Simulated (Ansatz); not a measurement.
Calculated with Ansatz (gas phase, PBE0-D4/def2-TZVP geometries, no zero-point term in ΔE). CCSD(T)/CBS is the MP2 limit (def2-TZVPP, def2-QZVPP) plus CCSD(T) − MP2 in def2-TZVPP, frozen cores. This one scheme is used for every species. DFT in def2-TZVPP. B3LYP here is the variant with VWN-RPA as its local correlation; programs differ in this. For Zn outer-core shells are correlated without core-valence functions, which leaves a few kJ/mol of doubt a bond. Scalar relativity is left out up to krypton. Each species was taken in one conformer, which may not be the lowest.

Consider the formal exchange of groups at a Zn–N bond: `[NH2][ZnH]` + `COC(N)[SiH3]` → `N[CH]([SiH3])[ZnH]` + `CON`.

```tsv
level	ΔE (kJ/mol)	difference from CCSD(T)/CBS
PBE0-D4	199.7	-11.7
B3LYP-D4	202.1	-9.3
ωB97M-V	206.2	-5.2
B2PLYP	209.5	-1.9
PBE0	199.0	-12.4
MP2/def2-TZVPP	219.0	7.6
CCSD/def2-TZVPP	211.0	-0.4
HF/def2-QZVPP	222.5	11.1
MP2/def2-QZVPP	221.3	9.9
CCSD/CBS(def2)	213.7	2.3
CCSD(T)/CBS	211.4	0
```

Largest T1 diagnostic among the species: 0.016.

From PBE to PBE0 (25 % exact exchange), in def2-TZVPP and without D4, ΔE moves by +8.4 kJ/mol.
